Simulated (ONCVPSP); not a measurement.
Building the ONCV potential for Fe (Z = 26) (PBE, scalar-relativistic).

ONCVPSP 4.0.1 input, shortened (lines: element, Z, core and valence counts, functional; n l f; lmax; l rc ep ncon nbas qcut; lloc lpopt rc5 dvloc0; l nproj debl; icmod fcfact rcfact), PBE, scalar-relativistic:

```
  Fe 26.00    3    5        4      upf
    1    0    2.00
    2    0    2.00
    2    1    6.00
    3    0    2.00
    3    1    6.00
    3    2    6.00
    4    0    1.00
    4    1    1.00
    2
    0    1.25    0.00    4    8   12.40
    1    1.45    0.00    3    6    9.30
    2    1.25    0.00    3    8   15.30
    2    5    1.25    0.00
    0    3    1.90
    1    2    1.50
    2    0    1.10
    3    2.75    1.45
```

**Question.** Estimate the cutoffs (Ha) at which the residual kinetic energy of the hardest occupied pseudo-wave falls to 1 and 0.1 mHa per electron.

**Answer.** 73 Ha and 85 Ha.

**Question.** Does the potential have ghost states?

**Answer.** No bound ghost flagged; GHOST(+) flags only above 600 eV.

**Question.** Which valence shell sets the plane-wave cutoff?

**Answer.** 3d: 73 Ha for 1 mHa per electron, against 44 Ha for 3s.

**Question.** Tests: 3s2 3p6 3d6 4s2 4p0; 3s2 3p6 3d6 4s1 4p0; 3s2 3p6 3d6 4s0 4p0; 3s1 3p6 3d6 4s2 4p0. Which has the largest error in its energy relative to the reference configuration, and how large is it?

**Answer.** 3s1 3p6 3d6 4s2 4p0, with -105 meV (all-electron minus pseudo) on +97.77 eV.
